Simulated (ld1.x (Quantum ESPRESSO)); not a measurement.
# Cutoff test, nitrogen (N), TM

```json
{
  "Element": "N",
  "Generator": "ld1.x (Quantum ESPRESSO) 7.5",
  "Type": "norm-conserving Troullier–Martins (Kleinman–Bylander form)",
  "Functional": "LDA (PZ)",
  "Relativity": "scalar-relativistic",
  "Frozen core": "[He]",
  "Valence charge": "5",
  "Reference configuration": "2s2 2p3",
  "Partial waves": "2p (bound): rc 1.75 bohr; 2s (bound): rc 0.85 bohr",
  "Local potential": "the s channel",
  "Core correction": "a·sin(br)/r model core inside 0.80 bohr"
}
```

The pseudo-atom Hamiltonian at the reference potential is diagonalised in spherical Bessel functions j_l(qr) that vanish at 20 bohr, with q² up to the cutoff. All-electron valence levels (Ry): 2p -0.5323, 2s -1.3541.

Q: How do the lowest levels (Ry) of each channel move with the cutoff, and are there ghosts?

A:

| cutoff (Ry) | p #1 | s #1 | s #2 | d #1 | f #1 | f #2 | Σ f·Δε (mRy) |
| --- | --- | --- | --- | --- | --- | --- | --- |
| 8 | -0.1368 | -1.2026 | -0.0041 | 0.0776 | 0.1198 | 0.2598 | 1489.2 |
| 12 | -0.2351 | -1.2084 | -0.0042 | 0.0776 | 0.1198 | 0.2598 | 1182.8 |
| 18 | -0.3705 | -1.2445 | -0.0053 | 0.0776 | 0.1198 | 0.2598 | 704.6 |
| 30 | -0.5089 | -1.3074 | -0.0073 | 0.0776 | 0.1198 | 0.2598 | 163.7 |
| 40 | -0.5295 | -1.3390 | -0.0083 | 0.0776 | 0.1198 | 0.2598 | 38.5 |
| 50 | -0.5320 | -1.3491 | -0.0087 | 0.0776 | 0.1198 | 0.2598 | 10.9 |
| 60 | -0.5320 | -1.3512 | -0.0088 | 0.0776 | 0.1198 | 0.2598 | 6.5 |
| 80 | -0.5322 | -1.3515 | -0.0088 | 0.0776 | 0.1198 | 0.2598 | 5.3 |
| 110 | -0.5323 | -1.3527 | -0.0088 | 0.0776 | 0.1198 | 0.2598 | 2.8 |
| 140 | -0.5323 | -1.3538 | -0.0088 | 0.0776 | 0.1198 | 0.2598 | 0.6 |
| 180 | -0.5323 | -1.3540 | -0.0088 | 0.0776 | 0.1198 | 0.2598 | 0.1 |
| 400 | -0.5323 | -1.3541 | -0.0088 | 0.0776 | 0.1198 | 0.2598 | 0.0 |

Result: no extra level below or beside the all-electron valence levels (p, s, d, f tested); 10 mRy is reached at 55 Ry and 1 mRy at 140 Ry.

Its largest configuration-test error is +1034 meV.
